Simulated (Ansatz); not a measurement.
**Nudged elastic band run: FGeH₅O₃**

The input (input.yaml):

```yaml
crystal:
  periodic: [false, false, false]
  atoms:
    - { symbol: Ge, position_ang: [0.302312, -0.607514, -0.129824] }
    - { symbol: F, position_ang: [0.807085, 1.007678, -0.562077] }
    - { symbol: O, position_ang: [1.313113, -1.170876, 1.183385] }
    - { symbol: O, position_ang: [-1.378324, -0.501842, 0.351923] }
    - { symbol: O, position_ang: [0.498891, -1.661598, -1.5155] }
    - { symbol: H, position_ang: [-0.755036, 2.53711, 0.411958] }
    - { symbol: H, position_ang: [-1.316549, 2.894705, 0.781925] }
    - { symbol: H, position_ang: [2.218339, -1.368049, 0.904523] }
    - { symbol: H, position_ang: [-1.578533, 0.326762, 0.8112] }
    - { symbol: H, position_ang: [-0.111499, -1.456275, -2.237412] }
basis:
  gaussian: { orbitals: def2-SVP }
hamiltonian:
  xc: b3lyp
  dispersion: d4
neb:
  order_check: false
  images: 5
  f_tol: 0.2
  max_iterations: 60
  final_atoms:
    - { symbol: Ge, position_ang: [-0.58021707, 0.64629428, 0.40136529] }
    - { symbol: F, position_ang: [2.0202782, -0.98711531, -0.63964134] }
    - { symbol: O, position_ang: [0.85397621, 0.41454336, 1.38296701] }
    - { symbol: O, position_ang: [-1.83091932, -0.57763758, 0.67666753] }
    - { symbol: O, position_ang: [0.02809233, 0.40320174, -1.30006775] }
    - { symbol: H, position_ang: [1.34406094, -0.48592213, -1.10461384] }
    - { symbol: H, position_ang: [-1.2139628, 2.02227979, 0.56712138] }
    - { symbol: H, position_ang: [1.50912664, -0.12973627, 0.89776436] }
    - { symbol: H, position_ang: [-1.47600741, -1.40442377, 1.03388708] }
    - { symbol: H, position_ang: [-0.65462873, 0.0986169, -1.91534872] }
  initial_path:
    images:
      - { positions_ang: [[0.302312, -0.607514, -0.129824], [0.807085, 1.007678, -0.562077], [1.313113, -1.170876, 1.183385], [-1.378324, -0.501842, 0.351923], [0.498891, -1.661598, -1.5155], [-0.755036, 2.53711, 0.411958], [-1.316549, 2.894705, 0.781925], [2.218339, -1.368049, 0.904523], [-1.578533, 0.326762, 0.8112], [-0.111499, -1.456275, -2.237412]] }
      - { positions_ang: [[0.17707235, -0.46316921, -0.08613663], [1.00543698, 1.09850222, -0.50741478], [1.18970838, -1.01644038, 1.21508494], [-1.47012079, -0.60314528, 0.36470277], [0.38729061, -1.32398535, -1.55228106], [-0.38513412, 2.30340075, 0.21842797], [-1.07367524, 2.51252588, 0.55178859], [2.10116269, -1.07082991, 0.9956773], [-1.65236222, -0.13228301, 0.9754869], [-0.27957964, -1.3044747, -2.175235]] }
      - { positions_ang: [[0.0518327, -0.31882442, -0.04244927], [1.20378895, 1.18932644, -0.45275255], [1.06630377, -0.86200476, 1.24678488], [-1.56191758, -0.70444855, 0.37748255], [0.27569022, -0.98637271, -1.58906212], [-0.01523224, 2.06969149, 0.02489795], [-0.83080148, 2.13034675, 0.32165218], [1.98398637, -0.77361081, 1.0868316], [-1.72619144, -0.59132803, 1.13977379], [-0.44766027, -1.1526744, -2.11305801]] }
      - { positions_ang: [[-0.07340694, -0.17447963, 0.0012381], [1.40214093, 1.28015065, -0.39809033], [0.94289915, -0.70756914, 1.27848482], [-1.65371438, -0.80575183, 0.39026232], [0.16408983, -0.64876006, -1.62584318], [0.35466964, 1.83598224, -0.16863208], [-0.58792772, 1.74816763, 0.09151577], [1.86681006, -0.47639172, 1.1779859], [-1.80002066, -1.05037304, 1.30406069], [-0.61574091, -1.0008741, -2.05088101]] }
      - { positions_ang: [[-0.24234365, 0.09911167, 0.13461383], [1.60818669, 0.52439533, -0.47860733], [0.91325817, -0.33353164, 1.31331222], [-1.71278269, -0.72971375, 0.48573072], [0.11875733, -0.29810613, -1.51725137], [0.68446674, 1.06201412, -0.480626], [-0.79660608, 1.83953835, 0.25005098], [1.74758225, -0.3608399, 1.08457872], [-1.69201624, -1.16838995, 1.21400282], [-0.62870352, -0.6343771, -2.00570358]] }
      - { positions_ang: [[-0.41128036, 0.37270297, 0.26798956], [1.81423244, -0.23135999, -0.55912434], [0.88361719, 0.04050586, 1.34813961], [-1.771851, -0.65367566, 0.58119913], [0.07342483, 0.05254781, -1.40865956], [1.01426384, 0.288046, -0.79261992], [-1.00528444, 1.93090907, 0.40858618], [1.62835445, -0.24528809, 0.99117154], [-1.58401183, -1.28640686, 1.12394495], [-0.64166613, -0.2678801, -1.96052615]] }
      - { positions_ang: [[-0.58021707, 0.64629428, 0.40136529], [2.0202782, -0.98711531, -0.63964134], [0.85397621, 0.41454336, 1.38296701], [-1.83091932, -0.57763758, 0.67666753], [0.02809233, 0.40320174, -1.30006775], [1.34406094, -0.48592213, -1.10461384], [-1.2139628, 2.02227979, 0.56712138], [1.50912664, -0.12973627, 0.89776436], [-1.47600741, -1.40442377, 1.03388708], [-0.65462873, 0.0986169, -1.91534872]] }
```

Run as:

```bash
$ ansatz run input.yaml --threads 2 --pin off --max-ram 3072MiB --backend cpu --events-out ev --progress --plain --runs-dir out
```

Output, in part (warnings, iteration lines, the closing report on the highest movable image, with atoms numbered from 0):

```
NEB end point (image 0): max|allowed force component| = 2.644e-2 eV/Å (the criterion of neb.relax_end_points is 4.000e-2)
NEB end point (image 6): max|allowed force component| = 2.141e-2 eV/Å (the criterion of neb.relax_end_points is 4.000e-2)
NEB iter   1: max|band force component| = 1.732e1 eV/Å  barrier→ = 6.2481 eV  barrier← = 6.2844 eV  Δτ_max = 0.2000 Å  (186 SCF iters)
NEB iter   2: max|band force component| = 4.773e0 eV/Å  barrier→ = 2.9584 eV  barrier← = 2.9947 eV  Δτ_max = 0.2000 Å  (152 SCF iters)
NEB iter   3: max|band force component| = 2.605e0 eV/Å  barrier→ = 1.8157 eV  barrier← = 1.8520 eV  Δτ_max = 0.1984 Å  (143 SCF iters)
NEB iter   4: max|band force component| = 2.350e0 eV/Å  barrier→ = 1.3544 eV  barrier← = 1.3907 eV  Δτ_max = 0.1987 Å  (152 SCF iters)
NEB iter   5: max|band force component| = 8.645e0 eV/Å  barrier→ = 1.2897 eV  barrier← = 1.3261 eV  Δτ_max = 0.1011 Å  (147 SCF iters)
NEB iter   6: max|band force component| = 1.254e0 eV/Å  barrier→ = 0.8129 eV  barrier← = 0.8492 eV  Δτ_max = 0.1990 Å  (140 SCF iters)
NEB iter   7: max|band force component| = 9.631e-1 eV/Å  barrier→ = 0.9021 eV  barrier← = 0.9384 eV  Δτ_max = 0.2000 Å  (145 SCF iters)
NEB iter   8: max|band force component| = 4.704e0 eV/Å  barrier→ = 1.0535 eV  barrier← = 1.0899 eV  Δτ_max = 0.1003 Å  (142 SCF iters)
NEB iter   9: max|band force component| = 6.252e-1 eV/Å  barrier→ = 0.9864 eV  barrier← = 1.0228 eV  CI = image 2  Δτ_max = 0.2000 Å  (139 SCF iters)
NEB iter  10: max|band force component| = 1.180e0 eV/Å  barrier→ = 1.0077 eV  barrier← = 1.0440 eV  CI = image 2  Δτ_max = 0.2000 Å  (140 SCF iters)
NEB iter  11: max|band force component| = 3.018e0 eV/Å  barrier→ = 1.5234 eV  barrier← = 1.5597 eV  CI = image 2  Δτ_max = 0.1009 Å  (144 SCF iters)
NEB iter  12: max|band force component| = 2.467e0 eV/Å  barrier→ = 1.5849 eV  barrier← = 1.6213 eV  CI = image 2  Δτ_max = 0.2000 Å  (137 SCF iters)
NEB iter  13: max|band force component| = 1.637e0 eV/Å  barrier→ = 1.7005 eV  barrier← = 1.7369 eV  CI = image 2  Δτ_max = 0.2000 Å  (139 SCF iters)
NEB iter  14: max|band force component| = 6.437e-1 eV/Å  barrier→ = 1.8135 eV  barrier← = 1.8498 eV  CI = image 2  Δτ_max = 0.1993 Å  (143 SCF iters)
NEB iter  15: max|band force component| = 2.620e0 eV/Å  barrier→ = 1.9397 eV  barrier← = 1.9760 eV  CI = image 2  Δτ_max = 0.1001 Å  (148 SCF iters)
NEB iter  16: max|band force component| = 7.145e-1 eV/Å  barrier→ = 1.8388 eV  barrier← = 1.8751 eV  CI = image 2  Δτ_max = 0.0631 Å  (134 SCF iters)
NEB iter  17: max|band force component| = 2.957e-1 eV/Å  barrier→ = 1.8302 eV  barrier← = 1.8666 eV  CI = image 2  Δτ_max = 0.0801 Å  (133 SCF iters)
NEB iter  18: max|band force component| = 1.400e-1 eV/Å  barrier→ = 1.8197 eV  barrier← = 1.8560 eV  CI = image 2  Δτ_max = 0.0000 Å  (268 SCF iters)
Total energy: -65445.52399462 eV, -2405.0786462328 hartree
Atom 0 at    -0.034331    -0.096850    -0.065745 Å, force     0.031271    -0.024539     0.008301 eV/Å
Atom 1 at     1.448432     1.251276    -0.347137 Å, force    -0.106553    -0.010164     0.033222 eV/Å
Atom 2 at     0.923423    -0.780726     1.248743 Å, force    -0.000544     0.023344    -0.040897 eV/Å
Atom 3 at    -1.664217    -0.669573     0.363252 Å, force     0.024592     0.020623     0.006350 eV/Å
Atom 4 at     0.102087    -0.563839    -1.751631 Å, force     0.027667    -0.012252    -0.025335 eV/Å
Atom 5 at     0.329594     1.758680    -0.085260 Å, force     0.017295    -0.007134    -0.044961 eV/Å
Atom 6 at    -0.596930     1.615434     0.102696 Å, force     0.022512     0.030411     0.030123 eV/Å
Atom 7 at     1.816863    -0.406197     1.217570 Å, force     0.005073    -0.020310     0.022518 eV/Å
Atom 8 at    -1.700318    -0.942915     1.291400 Å, force    -0.012875    -0.003730    -0.003168 eV/Å
Atom 9 at    -0.624804    -1.165190    -1.973788 Å, force    -0.008438     0.003751     0.013846 eV/Å
Dipole moment:    -0.177157    -0.031580     0.265738 e Å
```

It converged. The threshold of 0.2 eV/Å is loose, so the images may lie well off the minimum-energy path. Neighbouring images differ by up to 1.7 eV, so the band resolves the path poorly. Another band between the same ends (5 images) ends at a top of the same energy, where a vibrational analysis finds 1 clearly imaginary mode. The orbitals stay closed-shell, which can raise the energy where a bond breaks towards radicals; this wasn't checked here.

Final band (atoms are numbered from 1 in the order of the input):

```tsv
image	path coordinate (Å)	energy (kJ/mol)	Ge1–F2 (Å)	H6–H7 (Å)	Ge1–H7 (Å)
0	0.00	0.0	1.75	0.76	3.96
1	1.86	14.3	1.74	0.76	3.15
2	3.73	175.6	2.02	0.96	1.81
3	5.45	46.7	3.10	2.12	1.54
4	7.17	12.1	2.90	2.79	1.52
5	8.89	-0.7	3.19	3.45	1.53
6	10.62	-3.5	3.24	3.95	1.52
```

Run time: 4.7 min on 2 threads of Arm Neoverse V1 (shared host), peak memory 0.3 GiB.
